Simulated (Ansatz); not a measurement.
Coupled-cluster diagnostics for the cluster SiPt₃ (the lowest singlet isomer of a short search), Ansatz.

Geometry of the singlet (PBE0-D4/def2-SVP):

Cartesian coordinates in Å:
```
Pt 1.2677 0.6157 -0.7198
Pt -0.7200 -1.1038 -0.8751
Pt -1.0003 1.1085 0.5247
Si 0.4526 -0.6205 1.0702
```

In the def2 sets Pt takes a core potential; there is no spin–orbit coupling. Correlated methods freeze 5 core orbitals; core or outer-core shells of Pt are correlated, in sets that lack core-valence functions. The structure comes from a short search, and lower isomers may exist.

Question: Estimate the CCSD(T) correlation energy, the shares of MP2 and (T), T1 and the reference's ⟨S²⟩ for: charge 0, singlet, own geometry in def2-TZVP; and the rough time on 2 threads of Arm Neoverse V2 on a shared host.

Answer: 
```
                          state      basis  correlation (eV)  MP2 share (%)  (T) share (%)     T1  ⟨S²⟩ (pure)  wall time                  remarks
charge 0, singlet, own geometry  def2-TZVP           -39.428          107.2            5.4  0.039  0.00 (0.00)    4.6 min  restricted SCF unstable
```
Customary marks for T1 are 0.02 (closed shells), 0.045 (open shells) and about 0.05 (3d metals). T1 exceeds 0.02 in 1 of 1 rows and 0.045 in 0; the higher it lies, the less the single-reference result can be trusted.
